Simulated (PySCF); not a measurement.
C7H11FO.
Z-matrix (Å and degrees, GFN2-xTB geometry), rows numbered from 1:
```
O 
C   1  1.1793
F   2  1.3728  1  118.35
C   2  1.4955  1  131.19  3   178.00
C   4  1.5374  2  110.78  1   125.21
C   5  1.5255  4  110.65  2   -68.85
C   6  1.5255  5  110.29  4   -57.99
C   7  1.5255  6  110.33  5    59.11
C   8  1.5271  7  110.92  6   -57.56
H   4  1.0982  2  105.50  1  -117.90
H   5  1.0920  4  108.30  2   171.21
H   5  1.0913  4  109.94  2    53.33
H   6  1.0917  5  109.45  4  -179.26
H   6  1.0926  5  109.62  4    62.65
H   7  1.0929  6  109.26  5   -61.48
H   7  1.0913  6  109.92  5  -179.69
H   8  1.0906  7  109.55  6    63.14
H   8  1.0915  7  110.01  6  -178.49
H   9  1.0920  4  108.44  2  -169.39
H   9  1.0914  4  109.46  2   -51.57
```

Probes without a nucleus sit at each ring's centroid and 1 Å off its mean plane on both sides; NICS is minus the shielding there, NICSzz its component along the normal. Level: GIAO PBE0/pcSseg-1 (PySCF, non-relativistic, gas phase) on the GFN2-xTB geometry, one conformer.

Ring bond lengths (Å), with Mayer bond orders in brackets: C4–C5 1.537 (1.01), C5–C6 1.526 (1.03), C6–C7 1.526 (1.03), C7–C8 1.525 (1.03), C8–C9 1.527 (1.03), C9–C4 1.531 (1.02).

Q: Give the NICS values of each ring in ppm.

A: 
```csv
ring,type,NICS(0),"NICS(1), two faces","NICS(1)zz, two faces",rms pucker (Å),"centre to ring atoms, mean (Å)"
C4–C5–C6–C7–C8–C9,6-membered carbocycle; formal bonds all single,-2.1,-2.1 / -2.2,2.6 / 2.9,0.24,1.47
```

Q: What can be read from them?

A: 
- C4–C5–C6–C7–C8–C9: mean NICS(1)zz 2.7 ppm, near zero. C4, C5, C6, C7, C8, C9 have four or more neighbours; no verdict on aromaticity is drawn.

Hardware: one thread, x86-64 server, shared host. Cost: 28 s of wall time. This is the whole shielding run at PBE0/pcSseg-1, SCF included.
